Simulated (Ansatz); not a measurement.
Ansatz (a first-principles code) input (MP2/6-31G*):

Ansatz 0.2 input:
```yaml
crystal:
  periodic: [false, false, false]
  atoms:
    - {symbol: N, position_ang: [-1.07507719, 0.23822819, 0.43303185]}
    - {symbol: C, position_ang: [0.23242619, 0.27986572, -0.02358309]}
    - {symbol: O, position_ang: [0.90154781, -0.66954360, -0.33390847]}
    - {symbol: H, position_ang: [-1.71882519, 0.69123646, -0.22418744]}
    - {symbol: H, position_ang: [0.63742601, 1.31832075, 0.00573087]}
basis:
  gaussian:
    orbitals: 6-31G*
magnetization: {spin_polarized: true, initial_magnetization: 1}
correlation: {method: mp2, electrons: outside_noble_gas}
```

Output:

```
Functional definition: HF
integrals: 0.01 GiB planned
473 factors; integrals over basis functions are off by at most 1.0e-3 eV
mean field: 0.09 GiB planned
mean field evaluation 1: about -4575.5426 eV, gradient 2.7e1 eV
mean field evaluation 2: about -4575.5460 eV, gradient 2.7e1 eV
mean field evaluation 4: about -4579.0479 eV, gradient 3.5e0 eV
mean field evaluation 8: about -4579.2746 eV, gradient 3.0e-1 eV
mean field evaluation 16: about -4579.2839 eV, gradient 1.8e-6 eV
mean field -4579.28390195 eV, -168.2855794466 hartree, gradient 1.8e-6 eV, S^2 0.762085; 3 other end points of the search recorded, 0 dependent functions left out
3 core orbitals not correlated
reference -4579.28390195 eV, -168.2855794466 hartree; 9, 8 occupied and 37, 38 virtual orbitals, 473 factors
second order -11.63996231 eV of doubles, -0.00000000 eV of singles
Total energy: -4590.92386427 eV, -168.7133401718 hartree
```

The geometry given is a B3LYP-D3(BJ)/def2-TZVP minimum.
